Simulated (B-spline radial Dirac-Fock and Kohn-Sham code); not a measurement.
## Co¹³⁺: non-radiative channels of the K vacancy

System: the Co¹³⁺ ion, [Ne] 3s2 3p2.

Method: independent-particle rates on relativistic LDA orbitals of the hole state (multipoles up to L = 3, Coulomb Auger matrix elements, transition energies from Dirac-Fock). Computed with a radial finite-basis atomic code. Kinetic energies are configuration averages from the vacuum level; the two-hole energies are estimated from single-hole states.

```tsv
transition	kinetic energy (eV)	width (meV)	share (%)
K-L1L1	5352.9	50.7	6.8
K-L1L2	5490.7	59.4	7.9
K-L1L3	5505.9	108	14.4
K-L2L3	5626.3	264	35.3
K-L3L3	5639.8	147	19.6
K-L1M1	6308.7	19.0	2.5
K-L3M1	6454.7	17.1	2.3
K-L2M3	6477.5	15.1	2.0
K-L3M2	6489.2	14.9	2.0
K-L3M3	6492.7	17.0	2.3
```

For K holes below about Z = 40 intermediate coupling redistributes the KLL shares among these jj groups. The listed channels hold 95 % of the non-radiative rate. Summed by principal shells, of 0.749 eV in all: KLL 85.4 %, KLM 14.0 %, KMM 0.6 %.
